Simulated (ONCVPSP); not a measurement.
**Which setting gave this result? (Ga (Z = 31), ONCV)**

Base potential:

ONCVPSP 4.0.1 input, shortened (lines: element, Z, core and valence counts, functional; n l f; lmax; l rc ep ncon nbas qcut; lloc lpopt rc5 dvloc0; l nproj debl; icmod fcfact rcfact), LDA (Perdew-Wang 92), scalar-relativistic:

```
  Ga 31.00    6    2  -001012      upf
    1    0    2.00
    2    0    2.00
    2    1    6.00
    3    0    2.00
    3    1    6.00
    3    2   10.00
    4    0    2.00
    4    1    0.75
    1
    0    1.95    0.00    4    7    3.30
    1    1.85    0.00    4    7    4.20
    4    5    1.50    2.00
    0    1    1.90
    1    3    0.60
    2    0.25    0.85
```

Cutoffs, loose and tight: the cutoffs (Ha) at which the residual kinetic energy of the hardest occupied pseudo-wave falls to 1 and 0.1 mHa per electron. They do not see the model core or the augmentation charge, which bear on the density cutoff. Test errors are all-electron minus pseudo excitation energies from the reference, over the configurations 4s2 4p1; 4s2 4p0; 4s1 4p0; 4s2 4p0.5; variants that change the core or the reference have their own tests.

Only the qcut of the s channel is moved (1 further runs of the sweep failed or gave no value and are left out):

| qcut of the s channel (1/bohr) | cutoff, loose | cutoff, tight | bound ghosts | largest test error (meV) |
| --- | --- | --- | --- | --- |
| 2.1 | 26 Ha | 32 Ha | p | -93 |
| 2.7 | 24 Ha | 31 Ha | p | -93 |
| 3.6 | 7.6 Ha | 27 Ha | p | -92 |
| 4.4 | 7.6 Ha | 9.9 Ha | p | -92 |

**Question.** One more run gave cutoff, loose: 14 Ha; cutoff, tight: 29 Ha; bound ghosts: p; largest test error (meV): -93. Which value of the qcut of the s channel was used?

**Answer.** 3.2 1/bohr. The tight cutoff moves one way along this sweep, from 32 Ha at 2.1 to 9.9 Ha at 4.4 1/bohr, which places the run between 2.7 and 3.6 1/bohr.
